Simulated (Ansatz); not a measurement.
CH3S, charge -1, singlet, geometry from GFN2-xTB (a gas-phase anion, which may not be bound at this level); BLYP/STO-3G run with Ansatz (a quantum-chemistry and plane-wave program).

Ansatz was given this input:
Ansatz 0.2 input:
```yaml
crystal:
  periodic: [false, false, false]
  atoms:
    - {symbol: C, position_ang: [-0.03158867, 1.10849493, 0.00618882]}
    - {symbol: S, position_ang: [0.01982142, -0.69556393, -0.00388339]}
    - {symbol: H, position_ang: [-1.06837494, 1.46368151, -0.03291479]}
    - {symbol: H, position_ang: [0.43481506, 1.50121040, 0.91770101]}
    - {symbol: H, position_ang: [0.50594923, 1.51316136, -0.85978488]}
basis:
  gaussian:
    orbitals: STO-3G
    fitting: {mean_field: cc-pVTZ-JKFIT}
hamiltonian:
  xc: blyp
total_charge: -1
```

### Question
Predict the main parts of the log of this Ansatz run.

### Answer

```
Functional definition: BLYP
290 factors; integrals over basis functions are off by at most 8.1e-4 eV
mean field evaluation 1: about -11778.5718 eV, gradient 2.4e1 eV
mean field evaluation 2: about -11775.7983 eV, gradient 3.8e1 eV
mean field evaluation 4: about -11780.5512 eV, gradient 2.6e-1 eV
mean field evaluation 8: about -11780.5509 eV, gradient 1.9e-4 eV
mean field -11780.55085630 eV, -432.9272588247 hartree, gradient 1.5e-5 eV, S^2 0.000000; 0 other end points of the search recorded, 0 dependent functions left out
reference -11780.55102299 eV, -432.9272649507 hartree; 13, 13 occupied and 4, 4 virtual orbitals, 290 factors
Total energy: -11780.55102299 eV, -432.9272649507 hartree
```
